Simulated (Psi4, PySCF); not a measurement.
Psi4 was given this input:
```
memory 2 GB

molecule {
0 2
  Al    0.00160221    0.63542259    0.02351302
  Cl    1.85128917   -0.24859337    0.01717242
  Cl   -1.85251440   -0.23731802   -0.03515296
}

set basis cc-pvdz
set reference uks
set scf_type pk
set puream true
set d_convergence 1e-8
set dft_radial_points 99
set dft_spherical_points 590

energy('r2scan')
print_variables()
```

Give the equivalent PySCF input.

Several could match; the one computed here: 
```python
from pyscf import gto, scf, dft

mol = gto.Mole()
mol.atom = '''
    Al    0.00160221    0.63542259    0.02351302
    Cl    1.85128917   -0.24859337    0.01717242
    Cl   -1.85251440   -0.23731802   -0.03515296
'''
mol.basis = 'cc-pvdz'
mol.spin = 1
mol.verbose = 4
mol.build()

mf = dft.UKS(mol)
mf.xc = 'r2scan'
mf.grids.atom_grid = (99, 590)
mf.grids.prune = None
mf.kernel()
```

Both were run: Psi4 gave -1162.843740 Eh and PySCF -1162.843871 Eh, 0.131 mEh apart.
